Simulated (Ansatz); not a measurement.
This geometry of a periodic cell of 33 atoms, Al32Cu (host Al, host structure fcc, interstitial Cu) is a first-order saddle point.

The calculation used DFT PBE-D3(BJ), scalar-relativistic, plane waves, PAW (Ansatz). Settings: PAW set soft_1, cutoff 420 eV, k mesh 2x2x2, fermi-dirac smearing 0.05 eV, no spin polarisation.

```xyz
33
Lattice="8.1000 0.0000 0.0000 0.0000 8.1000 0.0000 0.0000 0.0000 8.1000" Properties=species:S:1:pos:R:3
Al 4.468 0.110 0.001
Al 6.260 2.210 0.001
Al 6.109 0.035 2.100
Al -0.226 -0.274 0.001
Al 2.163 1.080 0.002
Al 3.865 3.866 0.001
Al 5.657 5.964 0.000
Al 2.055 -0.097 2.317
Al 4.077 1.986 2.063
Al 6.050 4.090 2.063
Al 4.129 -0.021 4.051
Al 6.044 2.054 4.051
Al 6.110 0.034 6.001
Al -0.138 4.996 0.002
Al 2.251 6.348 0.001
Al 0.047 1.997 2.047
Al 1.978 4.081 2.046
Al 4.017 6.043 2.101
Al -0.046 0.132 4.051
Al 2.077 2.085 4.051
Al 4.081 4.023 4.051
Al 5.998 6.097 4.051
Al 2.055 -0.097 5.785
Al 4.077 1.986 6.038
Al 6.049 4.090 6.038
Al -0.028 6.174 2.317
Al -0.051 3.992 4.051
Al 2.072 5.945 4.051
Al 0.047 1.997 6.054
Al 1.979 4.080 6.055
Al 4.016 6.042 6.001
Al -0.028 6.174 5.786
Cu 1.010 3.036 0.000
```

Q: Which two structures does it join? (They come from a converged band through this point; their orientation in space is the band's.)

A: Contacts lost: Al2–Cu33, Al4–Cu33, Al5–Al6, Al6–Al15, Al14–Al15, Al16–Cu33, Al29–Cu33. Contacts made: Al2–Al4, Al2–Al14, Al4–Al5, Al6–Cu33, Al15–Cu33, Al17–Cu33, Al30–Cu33. The atom that moves furthest is Cu33, by 2.88 Å.

Initial state:

```xyz
33
Lattice="8.1000 0.0000 0.0000 0.0000 8.1000 0.0000 0.0000 0.0000 8.1000" Properties=species:S:1:pos:R:3
Al 4.047 -0.079 0.000
Al 5.742 2.024 0.000
Al 6.044 -0.029 2.055
Al 0.001 -0.320 0.000
Al 2.344 2.024 0.000
Al 4.047 4.130 0.000
Al 5.995 6.078 0.000
Al 2.055 -0.030 2.057
Al 4.047 2.026 2.104
Al 6.045 4.079 2.053
Al 4.049 -0.022 4.050
Al 5.995 2.026 4.050
Al 6.044 -0.029 6.045
Al 0.002 4.382 0.000
Al 2.104 6.078 0.000
Al 0.002 2.024 2.352
Al 2.054 4.081 2.055
Al 4.050 6.075 2.048
Al -0.001 -0.079 4.050
Al 2.104 2.026 4.050
Al 4.050 4.074 4.050
Al 6.051 6.075 4.050
Al 2.055 -0.031 6.043
Al 4.047 2.026 5.996
Al 6.045 4.079 6.047
Al -0.001 6.078 2.104
Al -0.001 4.130 4.050
Al 2.047 6.075 4.050
Al 0.002 2.024 5.749
Al 2.054 4.081 6.045
Al 4.050 6.075 6.052
Al -0.001 6.078 5.996
Cu -0.009 2.033 0.000
```

Final state:

```xyz
33
Lattice="8.1000 0.0000 0.0000 0.0000 8.1000 0.0000 0.0000 0.0000 8.1000" Properties=species:S:1:pos:R:3
Al 4.130 0.001 0.001
Al 6.080 1.945 0.002
Al 6.076 0.000 2.050
Al -0.079 0.001 0.002
Al 2.023 1.699 -0.002
Al 4.388 4.049 -0.002
Al 6.080 6.155 0.002
Al 2.027 0.001 2.105
Al 4.079 1.998 2.054
Al 6.080 4.050 2.105
Al 4.075 0.000 4.051
Al 6.076 2.002 4.051
Al 6.076 0.000 6.053
Al -0.316 4.050 -0.002
Al 2.023 6.404 -0.002
Al -0.028 1.995 2.057
Al 2.022 4.050 2.361
Al 4.079 6.102 2.053
Al -0.022 0.000 4.051
Al 2.027 1.945 4.054
Al 4.130 4.050 4.054
Al 6.076 6.099 4.051
Al 2.027 0.001 5.996
Al 4.082 1.996 6.048
Al 6.080 4.050 5.996
Al -0.027 6.105 2.056
Al -0.079 4.050 4.054
Al 2.027 6.155 4.054
Al -0.030 1.993 6.045
Al 2.023 4.050 5.756
Al 4.081 6.104 6.048
Al -0.029 6.107 6.045
Cu 2.039 4.052 0.011
```

Q: How far does it lie above each of them?

A: 0.95 eV above the first and 0.95 eV above the second. This is the barrier of this one path; another mechanism may lie lower. Limits of this set-up: coarse k mesh.

Run time: 15 min on 2 threads of Arm Neoverse V2, with other jobs on the host, peak memory 2 GiB.
